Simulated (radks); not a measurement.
Species: Pb XXVII. Configuration: [Kr] 4d10 4f10 (the NIST ground configuration).

All-electron calculation, non-relativistic Kohn-Sham, LB94 model potential, spin-polarised, spherical densities, point nucleus; open shells are filled with parallel spins first (spin-orbit coupling, left out, can overturn this in heavy ions); relativity is left out, which matters for an element this heavy. Program: a radial shooting solver on a logarithmic mesh with Libxc functionals.

Energy parts (hartree):
| part | energy |
|---|---|
| kinetic | 19248.9690 |
| electron-nucleus | -44151.7884 |
| Hartree | 6007.8956 |
(The LB94 potential has no energy functional, so no total or exchange-correlation energy is given.)

Orbitals (lengths in bohr, moments of r in powers of bohr; r(max) is where P^2 peaks; r(90%) holds 90 % of the orbital's charge):
orbital  occ.  eigenvalue (hartree)  r(90%)   r(max)  <1/r>
1s down     1             -2939.732  0.0328  0.01225  81.49
1s up       1             -2939.732  0.0328  0.01225  81.49
2s down     1             -519.8767   0.119  0.06647  19.22
2s up       1             -519.8693   0.119  0.06647  19.22
2p down     3             -502.0084   0.106  0.05150  19.28
2p up       3             -502.0032   0.106  0.05150  19.28
3s up       1             -145.8697   0.283   0.1810  7.491
3s down     1             -145.8277   0.283   0.1810  7.496
3p up       3             -137.3127   0.275   0.1700  7.454
3p down     3             -137.2793   0.275   0.1700  7.459
3d up       5             -121.3016   0.248   0.1332  7.392
3d down     5             -121.2875   0.248   0.1331  7.395
4s up       1             -52.92414   0.592   0.3971  3.380
4s down     1             -52.72699   0.593   0.3973  3.374
4p up       3             -49.13082   0.599   0.3946  3.310
4p down     3             -48.93374   0.600   0.3948  3.304
4d up       5             -42.13829   0.610   0.3829  3.169
4d down     5             -41.94125   0.611   0.3831  3.164
4f up       7             -32.73675   0.615   0.3275  2.944
4f down     3             -32.55064   0.617   0.3272  2.943
5s up       0             -26.91421    1.08   0.7747  1.783
5s down     0             -26.83356    1.08   0.7759  1.779
5p up       0             -25.28195    1.11   0.7906  1.734
5p down     0             -25.20421    1.11   0.7920  1.731

The highest occupied level is 4f down at -885.75 eV. The density falls to 0.001 e/bohr^3 at r = 1.27 bohr.
